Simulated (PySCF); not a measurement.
Compound: C7H14P (charge +1).
Numbering: `[CH3:1][CH2:2][CH2:3][CH2:4][P@@H+:5]1[CH:6]=[C:7]1[CH3:8]`

Structure used (GFN2-xTB), in Å, numbered top down from 1:
```
atom  x, y, z in Å
C1     2.745    1.206    0.966
C2     1.436    0.887    0.259
C3     1.637   -0.030   -0.943
C4     0.302   -0.419   -1.573
P5    -0.754   -1.236   -0.318
C6    -2.446   -1.625   -0.721
C7    -2.384   -0.706    0.244
C8    -3.080    0.182    1.161
H9     2.571    1.861    1.814
H10    3.428    1.706    0.285
H11    3.223    0.298    1.326
H12    0.956    1.814   -0.061
H13    0.750    0.385    0.966
H14    2.248    0.469   -1.695
H15    2.175   -0.929   -0.629
H16   -0.245    0.457   -1.936
H17    0.438   -1.114   -2.408
H18   -0.116   -2.244    0.382
H19   -3.127   -2.189   -1.321
H20   -2.829    1.223    0.951
H21   -4.156    0.047    1.062
H22   -2.784   -0.022    2.190
```

Definitions: NICS(0) = −σiso at the ring centroid; NICS(1) = −σiso and NICS(1)zz = −σzz at ±1 Å along the ring normal z. Level: GIAO PBE0/pcSseg-1 (PySCF, non-relativistic, gas phase) on the GFN2-xTB geometry, one conformer.

Ring bond lengths (Å), with Mayer bond orders in brackets: P5–C6 1.782 (1.05), C6–C7 1.334 (1.51), C7–P5 1.804 (0.95).

Problem. What do the NICS probes read (ppm)?

Solution. 
```tsv
ring	type	NICS(0)	NICS(1), two faces	NICS(1)zz, two faces	rms pucker (Å)	centre to ring atoms, mean (Å)
P5–C6–C7	3-membered ring with P; formal bonds 1 double, 2 single	-25.6	-10.5 / -10.4	-16.2 / -18.1	0.00	0.95
```

Problem. What do they say, and how far can they be read as aromaticity?

Solution. 
- P5–C6–C7: mean NICS(1)zz -17.1 ppm, shielded. P5 has four or more neighbours; no verdict on aromaticity is drawn. NICS(0) lies 15 ppm below the mean NICS(1).

Problem. What are the shieldings of the ring atoms and their hydrogens in the same run (means over atoms taken as equivalent)?

Solution. 
| atoms | environment | σ isotropic (ppm) |
| --- | --- | --- |
| P5 | phosphonium phosphorus | 499.2 |
| C6 | alkene CH carbon | 64.6 |
| C7 | fully substituted alkene carbon | 34.5 |
| H18 | P–H hydrogen | 27.08 |
| H19 | vinylic hydrogen | 23.38 |
